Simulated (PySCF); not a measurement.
MgClF, optimised at B3LYP/6-31G*:

```xyz
3

Mg    -0.0889    -0.0852     0.0925
Cl     1.1786     1.1293    -1.2262
F     -1.0897    -1.0441     1.1337
```

Energies from PySCF, thermal terms from the rigid-rotor harmonic-oscillator model, ideal gas at 1 bar. 6-31G* has spherical d functions here. All species are closed-shell singlets. B3LYP is the form with VWN-RPA correlation.

**Question.** List the harmonic frequencies (cm⁻¹, unscaled) at this level and at the other levels, each on its own geometry.

**Answer.** 
- B3LYP/6-31G*: 134, 135, 395, 820
- HF/6-31G*: 140, 140, 406, 856
- PBE/def2-SVP: 129, 131, 394, 785
- PBE0/def2-TZVP: 137, 138, 402, 793
